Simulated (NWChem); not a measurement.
System meant: C$_{2}$H$_{7}$B; SMILES BCC

NWChem input:

```
start job
memory heap 200 mb stack 900 mb global 1100 mb
geometry units angstroms noautoz
  B     -0.276465    -1.433476    -0.010825
  H      0.289713    -2.478522     0.225417
  H     -1.440770    -1.474763    -0.348749
  C      0.512154    -0.095326     0.027354
  C     -0.255781     1.220062     0.019260
  H      1.100316    -0.205291    -0.916293
  H      1.297563    -0.114406     0.803561
  H     -0.807286     1.362915     0.961762
  H     -0.997885     1.246012    -0.793761
  H      0.406094     2.091372    -0.105093
end
basis spherical
  * library def2-svp
end
dft
  odft
  mult 2
  xc xpbe96 cpbe96
  iterations 150
  mulliken
end
task dft energy
```

End of the output:

```
 Summary of "ao basis" -> "" (spherical)
 ------------------------------------------------------------------------------
       Tag                 Description            Shells   Functions and Types
 ---------------- ------------------------------  ------  ---------------------
 *                          def2-svp                  on all atoms

  pbe96 is a nonlocal functional; adding pw91lda local functional.

                                 NWChem DFT Module
                                 -----------------

 Summary of "ao basis" -> "ao basis" (spherical)
 ------------------------------------------------------------------------------
       Tag                 Description            Shells   Functions and Types
 ---------------- ------------------------------  ------  ---------------------
 B                          def2-svp                 6       14   3s2p1d
 H                          def2-svp                 3        5   2s1p
 C                          def2-svp                 6       14   3s2p1d

 Summary of "ao basis" -> "ao basis" (spherical)
 ------------------------------------------------------------------------------
       Tag                 Description            Shells   Functions and Types
 ---------------- ------------------------------  ------  ---------------------
 B                          def2-svp                 6       14   3s2p1d
 H                          def2-svp                 3        5   2s1p
 C                          def2-svp                 6       14   3s2p1d

  number of electrons :                   24
  multiplicity        :                    2
 ------------------------------------------------------------------------
  no. of electrons and multiplicity not compatible                  24
 ------------------------------------------------------------------------
 ------------------------------------------------------------------------
  current input line :
    25: task dft energy
 ------------------------------------------------------------------------
 ------------------------------------------------------------------------
 There is an error in the input file
 ------------------------------------------------------------------------
 For more information see the NWChem manual at https://nwchemgit.github.io

0: no. of electrons and multiplicity not compatible:Received an Error in Communication
```

### Question
Can this run be used? If not, why, and what is the fix?

### Answer
The program refused the input. Cause: the multiplicity doesn't fit the number of electrons (an even count wants an odd multiplicity, and the reverse). This input runs:
```
start job
memory heap 200 mb stack 900 mb global 1100 mb
geometry units angstroms noautoz
  B     -0.276465    -1.433476    -0.010825
  H      0.289713    -2.478522     0.225417
  H     -1.440770    -1.474763    -0.348749
  C      0.512154    -0.095326     0.027354
  C     -0.255781     1.220062     0.019260
  H      1.100316    -0.205291    -0.916293
  H      1.297563    -0.114406     0.803561
  H     -0.807286     1.362915     0.961762
  H     -0.997885     1.246012    -0.793761
  H      0.406094     2.091372    -0.105093
end
basis spherical
  * library def2-svp
end
dft
  xc xpbe96 cpbe96
  iterations 150
  mulliken
end
task dft energy
```
It converges to -104.99748 Ha (PBE/def2-SVP).
